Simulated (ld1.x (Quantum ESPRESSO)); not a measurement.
## Plane-wave convergence, TM semilocal potential for Tc (Z = 43)

ld1.x (Quantum ESPRESSO) 7.5 input, shortened:

```
&input
   title='Tc', zed=43., rel=1, dft='BLYP', iswitch=3,
   config='[Kr] 4d5 5s2 5p0'
 /
 &inputp
   pseudotype=1, tm=.true., lloc=0,
   nlcc=.true., new_core_ps=.true., rcore=0.75
 /
3
4P  2  1   6.00   0.00  1.20  1.20  0.0
4D  3  2   5.00   0.00  1.60  1.60  0.0
5S  1  0   2.00   0.00  2.28  2.28  0.0
 &test
   configts(1)='4p6 4d5 5s2 5p0'
 /
```

The pseudo-atom Hamiltonian at the reference potential is diagonalised in spherical Bessel functions j_l(qr) that vanish at 20 bohr, with q² up to the cutoff. All-electron valence levels (Ry): 4p -3.3182, 5p -0.0983, 4d -0.4769, 5s -0.3643.

Problem. How do the lowest levels (Ry) of each channel move with the cutoff, and are there ghosts?

Solution.

```json
{"cutoff (Ry)": "8", "p #1": "-2.4427", "p #2": "-0.0539", "p #3": "0.0541", "d #1": "-0.0133", "d #2": "0.0646", "s #1": "-0.3566", "Σ f·Δε (mRy)": "7587.0"}
{"cutoff (Ry)": "18", "p #1": "-3.2236", "p #2": "-0.0938", "p #3": "0.0422", "d #1": "-0.3002", "d #2": "0.0510", "s #1": "-0.3634", "Σ f·Δε (mRy)": "1453.6"}
{"cutoff (Ry)": "40", "p #1": "-3.2749", "p #2": "-0.0970", "p #3": "0.0415", "d #1": "-0.4715", "d #2": "0.0493", "s #1": "-0.3642", "Σ f·Δε (mRy)": "287.6"}
{"cutoff (Ry)": "60", "p #1": "-3.3130", "p #2": "-0.0989", "p #3": "0.0411", "d #1": "-0.4768", "d #2": "0.0493", "s #1": "-0.3643", "Σ f·Δε (mRy)": "32.2"}
{"cutoff (Ry)": "110", "p #1": "-3.3174", "p #2": "-0.0992", "p #3": "0.0410", "d #1": "-0.4769", "d #2": "0.0493", "s #1": "-0.3643", "Σ f·Δε (mRy)": "5.2"}
{"cutoff (Ry)": "180", "p #1": "-3.3182", "p #2": "-0.0992", "p #3": "0.0410", "d #1": "-0.4769", "d #2": "0.0493", "s #1": "-0.3643", "Σ f·Δε (mRy)": "0.3"}
{"cutoff (Ry)": "400", "p #1": "-3.3183", "p #2": "-0.0992", "p #3": "0.0410", "d #1": "-0.4769", "d #2": "0.0493", "s #1": "-0.3643", "Σ f·Δε (mRy)": "0.0"}
```

Result: no extra level below or beside the all-electron valence levels (p, d, s tested); the semilocal form is local in each channel, so this says nothing of the separable form that plane-wave codes build from it; 10 mRy is reached at 100 Ry and 1 mRy at 140 Ry.
